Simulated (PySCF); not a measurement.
## Electronic absorption of [C5H3O2S]-

C5H3O2S (charge -1).
Numbering: `[O:1]=[C:2]([O-:3])[c:4]1[cH:5][cH:6][cH:7][s:8]1` (hydrogens: H9 on C5; H10 on C6; H11 on C7)

Structure used (PBE0-D3(BJ)/def2-SVP), in Å, numbered top down from 1:
```xyz
11
C5H3O2S angstrom
O      2.7583   -0.8598    0.6618
C      2.2609    0.1173    0.0789
O      2.7856    1.1040   -0.4694
C      0.7247    0.1133    0.0199
C     -0.1793   -0.7955    0.5122
C     -1.5333   -0.4448    0.2464
C     -1.6396    0.7368   -0.4489
S     -0.0881    1.4133   -0.7757
H      0.1695   -1.6811    1.0457
H     -2.3984   -1.0392    0.5550
H     -2.5538    1.2319   -0.7801
```

Theory: TDDFT wB97X-D/def2-SVPD, vertical, gas phase, core orbitals frozen in the response in PySCF 2.14.0, density-fitted response routines. The geometry's basis has no diffuse functions, a weakness for an anion.

```csv
state,E (eV),E (hartree),f,|μ| (D),symmetry,"main configurations (H = HOMO, L = LUMO)"
S1,4.48,0.1645,0.0000,0.03,–,H→L (86%)
S2,4.53,0.1664,0.0001,0.07,–,H-1→L (89%)
S3,5.28,0.1939,0.0027,0.37,A′,H-2→L (89%)
S4,5.38,0.1978,0.156,2.77,A′,H-3→L (91%)
S5,5.76,0.2117,0.083,1.95,A′,H-4→L (81%)
S6,5.93,0.2178,0.0092,0.64,A″,H-3→L+1 (85%)
```

The lowest singlet comes at 277 nm (432 kJ/mol) in the ultraviolet; it is dark (f under 0.0005); its leading configuration is HOMO→LUMO (86%). The most intense listed level is S4 at 5.38 eV (230 nm, f = 0.156), 0.91 eV above S1. Löwdin shares by element: HOMO oxygen 87%, carbon 6% or more; LUMO carbon 51% or more, sulfur 22% (atoms not listed hold the other 27%). The listed states span 1.45 eV, and the widest gap between neighbours is 0.75 eV (S2 to S3). Of the 6 states listed, 2 reach f = 0.01 and 2 stay under 0.0005. Weighted by f, the mean energy of these states is 5.53 eV. No computed singlet lies in the visible range (380 to 750 nm); the lowest, at 277 nm, stands 1.21 eV above its violet end (3.26 eV). No detachment energy is given for this anion; states above it aren't bound, and a finite basis only mimics them. Symmetry labels in Cs follow from the direction of the transition dipole and are given only for states with f of 0.002 or more. The window holds the lowest 6 singlets.
